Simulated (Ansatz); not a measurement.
Isolated molecules relaxed with PBE0-D4/def2-TZVP in Ansatz; ΔE leaves out vibrations. CCSD(T)/CBS adds triple-zeta CCSD(T) − MP2 to the extrapolated MP2 energy (def2 sets, frozen cores). This one scheme is used for every species. Functionals use def2-TZVPP. B3LYP here is the variant with VWN-RPA as its local correlation; programs differ in this. Open shells (•) are unrestricted, without spin–orbit coupling. Each species was taken in one conformer, which may not be the lowest.

`C[SiH2][SiH2]O` → `[CH3]`• + `O[SiH2][SiH2]`•  (homolysis of the C–Si bond)

CCSD(T)/CBS gives +375.1 kJ/mol.

Another level gave +368.5 kJ/mol. Which?
A. BLYP/def2-TZVPP
B. BLYP-D4/def2-TZVPP
C. PBE-QIDH/def2-TZVPP
D. B3LYP-D4/def2-TZVPP

C. PBE-QIDH 368.5, B3LYP-D4 357.1, BLYP-D4 352.0, BLYP 338.9 kJ/mol.

What do rigid-rotor, harmonic-oscillator terms from PBE0-D4/def2-TZVP frequencies (298.15 K, 1 bar) make of the CCSD(T)/CBS value? (Estimate.)

Computed: ΔZPE = -23.7 kJ/mol, ΔH = +357.7 kJ/mol, ΔS = 164 J/(mol·K), ΔG = +308.9 kJ/mol. Open shells count their whole term as degenerate.

Largest T1 diagnostic among the species: 0.014.

From BLYP to BHLYP (50 % exact exchange), in def2-TZVPP and without D4, ΔE moves by +6.4 kJ/mol. At CCSD(T), def2-SVP lies −22.3 kJ/mol from the extrapolated value and def2-TZVPP −10.4 kJ/mol: correlation converges slowly with the basis, and small sets miss more of it in the bonded molecule than in its fragments.
